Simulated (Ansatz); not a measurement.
Consider the ligand exchange at the Si–C bond: `O=C[SiH2]O[SiH3]` + CH₃OH → `CO[SiH2]O[SiH3]` + `C=O`.

Computed with Ansatz on PBE0-D4/def2-TZVP structures; ΔE is electronic, products minus reactants. CBS: MP2 limit from def2 TZ/QZ plus the TZ coupled-cluster correction, frozen cores. This one scheme is used for every species. Functionals use def2-TZVPP. Each species was taken in one conformer, which may not be the lowest.

`O=C[SiH2]O[SiH3]`:

Z-matrix (Å, degrees):
```
Si
C 1 1.920
O 1 1.620 2 107.1
H 1 1.486 2 108.9 3 120.4
H 1 1.486 2 108.8 3 -120.4
O 2 1.208 1 119.2 3 -0.1
H 2 1.116 1 121.5 3 180.0
Si 3 1.648 1 143.9 2 -0.5
H 8 1.485 3 106.2 1 -179.4
H 8 1.482 3 110.7 1 62.1
H 8 1.482 3 110.7 1 -61.0
```

CH₃OH:

Cartesian coordinates in Å:
```
C 0.243 -0.252 -0.065
O -0.971 0.449 -0.211
H 0.220 -1.082 -0.772
H 0.367 -0.668 0.943
H 1.116 0.370 -0.298
H -0.974 1.184 0.404
```

`CO[SiH2]O[SiH3]`:

Cartesian coordinates in Å:
```
C -0.170 -1.286 -1.757
O -1.048 -0.928 -0.713
Si -1.194 0.588 -0.125
O 0.160 1.084 0.640
Si 1.208 0.735 1.848
H -0.481 -2.255 -2.151
H -0.192 -0.555 -2.573
H 0.859 -1.371 -1.392
H -2.326 0.534 0.824
H -1.412 1.548 -1.235
H 1.970 1.966 2.172
H 0.477 0.268 3.055
H 2.150 -0.327 1.409
```

`C=O`:

Cartesian coordinates in Å:
```
C 0.000 -0.005 -0.001
O -0.038 1.137 0.349
H 0.904 -0.447 -0.466
H -0.867 -0.686 0.118
```

```tsv
level	ΔE (kcal/mol)
PBE0-D4	-27.9
PBE	-26.2
```

(1) What does CCSD(T)/CBS give? (Estimate.)

Largest T1 diagnostic among the species: 0.015.

Answers

(1) Computed: -29.9 kcal/mol. The listed levels differ from it by 2.0, 3.7 kcal/mol.

In def2-TZVPP, CCSD(T) changes the Hartree–Fock value by +3.5 kcal/mol (the triples alone add +0.5 kcal/mol) and MP2 by +2.4 kcal/mol. From PBE to PBE0 (25 % exact exchange), in def2-TZVPP and without D4, ΔE moves by −1.6 kcal/mol.
